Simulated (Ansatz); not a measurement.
Ga₆Sb₅H₁₈, a cluster cut from wurtzite GaSb (hydrogen-capped). The state is a doublet with charge 0. Geometry PBE-D4/def2-SVP, that of the charge -1 singlet; atoms count from 1.

```tsv
atom	x (Å)	y (Å)	z (Å)
Ga1	-0.086	-0.571	3.283
Sb2	1.932	-0.596	1.486
Sb3	-1.186	-2.922	-0.099
Ga4	1.437	-2.402	-0.393
Ga5	2.867	1.671	0.352
Sb6	1.395	-0.961	-2.664
Sb7	-1.978	0.613	1.783
Ga8	-3.182	-1.054	0.076
Ga9	-1.487	3.100	0.870
Sb10	0.586	2.560	-0.762
Ga11	-0.023	1.348	-3.065
H12	-0.497	-2.085	3.558
H13	0.333	0.388	4.477
H14	3.277	-1.350	2.265
H15	-1.234	-3.957	1.272
H16	-1.560	-4.168	-1.236
H17	2.312	-3.720	-0.517
H18	3.315	2.651	1.517
H19	3.887	1.244	-0.795
H20	3.059	-0.691	-2.995
H21	1.171	-2.094	-3.949
H22	-3.245	0.831	2.935
H23	-4.398	-1.833	0.739
H24	-3.252	-0.506	-1.408
H25	-0.954	3.977	2.083
H26	-2.722	3.575	-0.010
H27	1.071	4.107	-1.354
H28	-1.512	0.815	-3.128
H29	0.675	2.030	-4.318
```

In the def2 sets Sb takes a core potential; there is no spin–orbit coupling. Single mean-field runs in def2-TZVP are fitted with def2-universal-jkfit.

(1) Estimate the Mulliken populations from the PBE0/def2-TZVP orbitals of Ansatz.

(2) Where does the spin sit?

(3) And the Mayer bond orders between bonded heavy atoms (over 0.3)?

Results:

(1) 
```
atom  charge (e)  spin (α − β)
 Ga1        0.07          0.09
 Sb2       -0.07          0.25
 Sb3       -0.01          0.11
 Ga4        0.13          0.00
 Ga5        0.07          0.09
 Sb6       -0.01          0.11
 Sb7       -0.13          0.17
 Ga8        0.09          0.00
 Ga9        0.10          0.05
Sb10       -0.13          0.16
Ga11        0.08          0.00
 H12       -0.05         -0.01
 H13       -0.04         -0.01
 H14        0.04         -0.01
 H15        0.05          0.00
 H16        0.03          0.00
 H17       -0.02         -0.01
 H18       -0.05         -0.01
 H19       -0.05         -0.01
 H20        0.05          0.00
 H21        0.03          0.00
 H22        0.04         -0.01
 H23       -0.04          0.00
 H24       -0.04          0.02
 H25       -0.05          0.00
 H26       -0.05         -0.01
 H27        0.04         -0.01
 H28       -0.04          0.02
 H29       -0.04          0.00
```
Mulliken values and Mayer orders depend strongly on the basis.

(2) Summed by element: Ga 0.23, Sb 0.81, H -0.04, of 1 unpaired in all. Largest on single atoms: Sb2 0.25, Sb7 0.17, Sb10 0.16.

(3) Ga1–Sb2 0.59 (2.70 Å); Ga1–Sb7 0.66 (2.69 Å); Sb2–Ga4 0.83 (2.65 Å); Sb2–Ga5 0.59 (2.70 Å); Sb3–Ga4 0.70 (2.69 Å); Sb3–Ga8 0.57 (2.74 Å); Ga4–Sb6 0.70 (2.69 Å); Ga5–Sb10 0.66 (2.69 Å); Sb6–Ga11 0.57 (2.74 Å); Sb7–Ga8 0.76 (2.67 Å); Sb7–Ga9 0.64 (2.69 Å); Ga9–Sb10 0.64 (2.69 Å); Sb10–Ga11 0.76 (2.67 Å).
